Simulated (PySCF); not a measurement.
Simulation results for BH3NO

Calculation on a computer-drawn molecule: vertical ionisation energy to the stated ion spin, frozen-core CCSD(T) at the basis limit and cheaper methods, single-reference cases, UHF for radicals, no spin-orbit; all values are single points at the evaluated structure, the first of each entry, which is the reference or a displaced copy of it and isn't optimised; the reference structure only sets the zero of the energies above reference; triples share is (T) over the correlation energy. Program: PySCF 2.14.0.

Common to all runs: charge 1; multiplicity 1; ion multiplicity 2; diffuse functions no; basis cc-pVnZ; reference is the Hartree-Fock double-zeta minimum; best is HF at quadruple zeta + MP2 correlation extrapolated from triple and quadruple zeta + CCSD(T) minus MP2 at triple zeta; basis step is the size of the change from the same recipe one zeta lower.

(1) BH3NO

Evaluated structure:
```xyz
6
BH3NO
N      0.1610    -0.5907     1.7859
B     -0.8776    -0.5565     1.0470
O     -1.9762    -0.5100     0.2731
H      0.6697    -1.4022     1.8952
H      0.5987     0.2199     2.1409
H     -2.7910    -0.5432     0.5371
```

Reference structure:
```xyz
6
BH3NO
N      0.2221    -0.5950     1.7700
B     -0.8870    -0.5336     1.0461
O     -1.8982    -0.4616     0.3025
H      0.7377    -1.4509     1.8994
H      0.6243     0.2150     2.2142
H     -2.8101    -0.5731     0.5663
```

Drawn bonds:
```csv
atom,other atom,order
1,2,1
2,3,1
1,4,1
1,5,1
3,6,1
```

(2) BH3NO

Evaluated structure:
```xyz
6
BH3NO
N      0.2562    -0.6113     1.7657
B     -0.8928    -0.5588     1.0389
O     -1.9197    -0.4866     0.3848
H      0.7196    -1.4342     1.8578
H      0.6114     0.2166     2.1976
H     -2.7872    -0.5081     0.5652
```

Reference structure:
```xyz
6
BH3NO
N      0.2221    -0.5950     1.7700
B     -0.8870    -0.5336     1.0461
O     -1.8982    -0.4616     0.3025
H      0.7377    -1.4509     1.8994
H      0.6243     0.2150     2.2142
H     -2.8101    -0.5731     0.5663
```

Drawn bonds:
```csv
atom,other atom,order
1,2,1
2,3,1
1,4,1
1,5,1
3,6,1
```

## Withheld values
1. BH3NO (entry 1): ionisation energy Koopmans at triple zeta?
2. Estimate the total energy best of BH3NO (entry 1).
3. What ion T1 diagnostic at triple zeta does the calculation give for BH3NO (entry 1)?
4. BH3NO (entry 2): ionisation energy Koopmans at triple zeta?
5. Give the missing ion spin squared at triple zeta for BH3NO (entry 2).
6. Give the missing T1 diagnostic at triple zeta for BH3NO (entry 2).

Answers
1. 20.21 eV
2. -156.2281 hartree
3. 0.03298
4. 19.21 eV
5. 0.7585
6. 0.01278

Further results for BH3NO (entry 1):

- ionisation energy best: 19.56 eV
- ionisation energy basis step: 0.04889 eV
- energy above reference best: 17.18 kcal/mol
- energy above reference basis step: 0.0774 kcal/mol
- ionisation energy EOM CCSD at triple zeta: 19.49 eV
- total energy HF triple zeta: -155.6012 hartree
- total energy CCSD(T) triple zeta: -156.1496 hartree
- T1 diagnostic at triple zeta: 0.01397
- D1 diagnostic at triple zeta: 0.0408
- ion D1 diagnostic at triple zeta: 0.1596
- ion spin squared at triple zeta: 0.7584
- triples share at triple zeta: 0.03559
- basis functions triple zeta: 132

Triple zeta:
```csv
method,ionisation energy (eV),energy above reference (kcal/mol)
HF,18.2,15.71
PBE,19.16,18.5
r2SCAN,19.16,17.52
B3LYP,19.37,17.65
wB97X,19.45,17.24
MP2,19.56,17.51
CCSD,19.39,17.2
CCSD(T),19.4,17.39
```

Further results for BH3NO (entry 2):

* ionisation energy best: 18.61 eV
* ionisation energy basis step: 0.0452 eV
* energy above reference best: 8.816 kcal/mol
* energy above reference basis step: 0.529 kcal/mol
* ionisation energy EOM CCSD at triple zeta: 18.52 eV
* total energy HF triple zeta: -155.6159 hartree
* total energy CCSD(T) triple zeta: -156.1625 hartree
* total energy best: -156.2414 hartree
* D1 diagnostic at triple zeta: 0.03478
* ion T1 diagnostic at triple zeta: 0.02043
* ion D1 diagnostic at triple zeta: 0.08657
* triples share at triple zeta: 0.0351
* basis functions triple zeta: 132

Triple zeta:
```csv
method,ionisation energy (eV),energy above reference (kcal/mol)
HF,17.11,6.502
PBE,18.44,10.61
r2SCAN,18.34,9.346
B3LYP,18.53,9.332
wB97X,18.51,8.922
MP2,18.56,9.349
CCSD,18.39,8.926
CCSD(T),18.45,9.325
```
